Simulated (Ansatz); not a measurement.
C2H6Sn: structure from calculated spectroscopic constants

These gas-phase data were calculated for one isomer of C2H6Sn at PBE-D3(BJ)/def2-SVP (harmonic, unscaled wavenumbers; equilibrium rotational constants with average atomic masses):

```
rotational constants            : 7.526, 5.765, 3.406 GHz
all wavenumbers above 1500 cm⁻¹ : 3089, 3089, 3052, 3049, 2957, 2956
```

Candidates:

(1) `C[CH2][SnH]`, a singlet
(2) `[CH3][Sn][CH3]`, a singlet

Question: Which structure fits?

Answer: Candidate (2). 6 modes lie between 2750 and 3290 cm⁻¹, one for each C–H bond, while (1) has 5.

The same quantities for all candidates:

```tsv
	rotational constants (GHz)	wavenumbers above 1500 cm⁻¹	E above the lowest, PBE-D3(BJ)/def2-SVP (kcal/mol)
(1)	25.79, 2.71, 2.53	3041, 3022, 2996, 2954, 2948, 1628	6.9
(2)	7.526, 5.765, 3.406	3089, 3089, 3052, 3049, 2957, 2956	0.0
```

Each candidate is one conformer. Atoms past krypton carry core potentials. Programs: Ansatz 0.2.0.
